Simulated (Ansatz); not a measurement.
`[SiH3][S][GeH3]` + `CS[SiH](F)Cl` → `F[SiH](Cl)[S][GeH3]` + `CS[SiH3]` at 600 K and 1 bar (redistribution).

Program: Ansatz. Geometries: PBE0-D4/def2-TZVP. ΔE: electronic, gas phase. CCSD(T)/CBS adds triple-zeta CCSD(T) − MP2 to the extrapolated MP2 energy (def2 sets, frozen cores). For Ge outer-core shells are correlated without core-valence functions, which leaves a few kJ/mol of doubt a bond. Scalar relativity is left out up to krypton. Each species was taken in one conformer, which may not be the lowest.

```json
{"species": "`[SiH3][S][GeH3]`", "CCSD(T)/CBS energy (Eh)": "-2766.60510", "H − E (kJ/mol)": "189.6", "S (J/(mol·K))": "437.2"}
{"species": "`CS[SiH](F)Cl`", "CCSD(T)/CBS energy (Eh)": "-1287.03339", "H − E (kJ/mol)": "199.6", "S (J/(mol·K))": "450.0"}
{"species": "`F[SiH](Cl)[S][GeH3]`", "CCSD(T)/CBS energy (Eh)": "-3325.10853", "H − E (kJ/mol)": "171.6", "S (J/(mol·K))": "489.2"}
{"species": "`CS[SiH3]`", "CCSD(T)/CBS energy (Eh)": "-728.52947", "H − E (kJ/mol)": "217.4", "S (J/(mol·K))": "385.5"}
```

H − E and S are ideal-gas, rigid-rotor, harmonic terms from PBE0-D4/def2-TZVP, for one conformer and one mirror image of each species. 1 Eh = 2625.50 kJ/mol, R = 8.31446 J/(mol·K).

Task: By hand: ΔE, ΔH, ΔS and ΔG.

Result: ΔE = (-3325.10853) + (-728.52947) − (-2766.60510) − (-1287.03339) = 0.00049 Eh = 1.3 kJ/mol. Δ(H − E) = 171.6 + 217.4 − 189.6 − 199.6 = -0.2, so ΔH = 1.1 kJ/mol. ΔS = 489.2 + 385.5 − 437.2 − 450.0 = -12.5 J/(mol·K). ΔG = 1.1 − 600 × (-12.5)/1000 = 8.6 kJ/mol.

Task: By hand: the equilibrium constant, and the temperature at which ΔG would vanish if ΔH and ΔS stayed fixed.

Result: log₁₀ K = −ΔG/(RT ln 10) = -0.7. ΔH and −TΔS have one sign here, so there is no such temperature. One of them is within its doubt of zero, so this could turn.

TΔS isn't small against ΔH here. A doubt of 5 kJ/mol in ΔE shifts log₁₀ K by 0.4 here. Other conformers and mirror images would add mixing entropy, several J/(mol·K) or more a flexible species. Modes under 60 cm⁻¹, often nearly free rotors, make the harmonic entropy too high. These are equilibria of isolated gas molecules and say nothing of rates. Largest T1 diagnostic: 0.011 (customary marks: 0.02 for closed shells, 0.045 for open ones).
